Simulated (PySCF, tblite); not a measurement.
Bond stretch in BeF, doublet.

Levels of theory: ROHF/6-31G (PySCF); GFN2-xTB, 300 K electronic temperature (tblite); UCCSD(T) = CCSD(T) on UHF/6-31G, 1 core orbital frozen (PySCF 2.14.0).

Energies relative to the lowest point of each curve near equilibrium, in eV:

| R / Å | ROHF | GFN2-xTB |
|---|---|---|
| 1.10 | 3.086 | 2.774 |
| 1.17 | 1.586 | 1.317 |
| 1.24 | 0.687 | 0.518 |
| 1.29 | 0.309 | 0.211 |
| 1.32 | 0.163 | 0.101 |
| 1.37 | 0.028 | 0.011 |
| 1.40 | 0.000 | 0.000 |
| 1.46 | 0.039 | 0.048 |
| 1.58 | 0.378 | 0.317 |
| 1.72 | 1.012 | 0.762 |
| 1.86 | 1.742 | 1.246 |
| 2.05 | 2.738 | 1.887 |

Q: Predict the corresponding UCCSD(T) column.

A: 1.10: 3.260; 1.17: 1.716; 1.24: 0.773; 1.29: 0.366; 1.32: 0.204; 1.37: 0.042; 1.40: 0.000; 1.46: 0.011; 1.58: 0.297; 1.72: 0.874; 1.86: 1.549; 2.05: 2.464 (eV).

The scan ran from 1.10 to 5.52 Å; beyond the distances shown one of the unrestricted levels run for this scan, shown here or not, changes its spin distribution in one step.
